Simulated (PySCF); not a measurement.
# Correlation energy of Cl (chlorine, neutral)

[Ne] 3s2 3p5, 2P determinant. Computed with PySCF 2.14 in aug-cc-pwCVDZ (6s5p3d, 36 functions), with no relativity, point nucleus. Frozen: 1s2; 15 electrons correlated.

| level | correlation energy (mhartree) |
| --- | --- |
| CCSD | -289.38 |
| (T) | -3.92 |
| CCSD(T) | -293.30 |

Diagnostics: T1 = 0.0050, D1 = 0.0240, largest double amplitude 0.043.

Cost of the coupled-cluster step: of the order of 2.7 core-seconds, for 15 correlated electrons.
